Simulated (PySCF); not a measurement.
**Er2O3 at several levels of theory**

Computed with PySCF 2.14.0 (density fitting, no spin-orbit coupling) at the geometry relaxed with TPSS:

```xyz
5
Er2O3 (singlet in the valence; each metal's 4f electrons, 11 of them, lie in its core potential, out of spins and levels)
Er    0.0000    0.0000    1.3709
Er    0.0000    0.0000   -1.3709
O     1.5461    0.0000    0.0000
O    -0.7730    1.3389    0.0000
O    -0.7730   -1.3389    0.0000
```

| level | basis | state | HOMO (eV) | gap (eV) | charge on Er1 (e) | population of f-type functions on Er1 (polarisation alone where 4f lies in the core) | dipole about the centre of mass (D) | largest force component (eV/Å) |
| --- | --- | --- | --- | --- | --- | --- | --- | --- |
| TPSS | Er lcecp-1-SVP with ECP57, O def2-SVP | singlet | -3.94 | 2.11 | 0.87 | 0.06 | 0.00 | 0.01 |
| wB97X | the same | singlet | -7.45 | 7.55 | 0.97 | 0.07 | 0.00 | 0.47 |
| PBE | the same | singlet | -4.00 | 1.94 | 0.79 | 0.07 | 0.00 | 0.11 |
| M06-L | the same | singlet | -3.76 | 2.70 | 1.04 | 0.06 | 0.00 | 0.24 |
| TPSS | Er lcecp-1-TZVP with ECP57, O def2-TZVP | singlet | -4.01 | 2.17 | 1.20 | 0.07 | 0.00 | 0.15 |

In the lcecp rows the 4f levels are missing from HOMO and gap, and the state counts the valence alone.

Charges are Mulliken's, which hang on the basis. The relaxation used the grid (50, 194), these runs (75, 302) or, all-electron (x2c bases, spin-free X2C Hamiltonian), (99, 590).

**Question.** What does PBE0 with Er lcecp-1-SVP with ECP57, O def2-SVP give here?

**Answer.** state singlet, HOMO (eV) -5.25, gap (eV) 3.77, charge on Er1 (e) 0.95, population of f-type functions on Er1 (polarisation alone where 4f lies in the core) 0.07, dipole about the centre of mass (D) 0.00, largest force component (eV/Å) 0.73. Time: 7.2 s on 2 threads of Arm Neoverse V1, with other jobs on the host, from an already converged density.

In the first row's basis the gap widens with exact exchange: 1.9 to 2.7 eV for PBE, TPSS, M06-L (none); 3.8 eV for PBE0 (a fixed share); 7.5 eV for wB97X (rising or full at long range).

No frequency check is given that shows the relaxed geometry to be a minimum. An lcecp potential fixes the number of 4f electrons, so in runs with it no electron can move into or out of that shell.
